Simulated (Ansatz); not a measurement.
Worked example: a bond strength in SiCNCl2F (SMILES N#C[Si](F)(Cl)Cl)

SiCNCl2F has 6 atoms, charge 0, and is taken as a singlet. As SMILES, `N#C[Si](F)(Cl)Cl`. The shape was relaxed beforehand at PBE0/def2-SVP.

```xyz
6

N     1.7629   -1.3714    1.1213
C     0.9304   -0.7651    0.5901
Si   -0.3785    0.2138   -0.2479
F    -1.4892   -0.8161   -0.7673
Cl    0.4273    1.1875   -1.8256
Cl   -1.2109    1.4873    1.0831
```

Wanted: the dissociation energy of the Cl6–Si3 bond into doublet Cl and doublet SiCNClF (shapes relaxed at PBE0/def2-SVP, no zero-point term). 1 Eh = 2625.50 kJ/mol = 27.2114 eV. Totals in Eh; open shells run unrestricted unless said.

```tsv
level	program	SiCNCl2F	doublet Cl	doublet SiCNClF
B3LYP/def2-SVP	Ansatz	-1402.253545	-460.006005	-942.077699
PBE0-D4/def2-SVP	Ansatz	-1401.594891	-459.838528	-941.577590
wB97M-V/def2-SVP	Ansatz	-1402.119168	-459.967660	-941.964729
```

Task: Work out the dissociation energy at each level.

Result: 
1. B3LYP/def2-SVP: (-460.006005) + (-942.077699) − (-1402.253545) = 0.169841 Eh = 445.9 kJ/mol = 4.62 eV.
2. PBE0-D4/def2-SVP: (-459.838528) + (-941.577590) − (-1401.594891) = 0.178773 Eh = 469.4 kJ/mol = 4.86 eV.
3. wB97M-V/def2-SVP: (-459.967660) + (-941.964729) − (-1402.119168) = 0.186779 Eh = 490.4 kJ/mol = 5.08 eV.

The levels span 446 to 490 kJ/mol; no measured value is set beside them. A bond enthalpy at 298 K also holds the loss of zero-point energy and thermal terms.
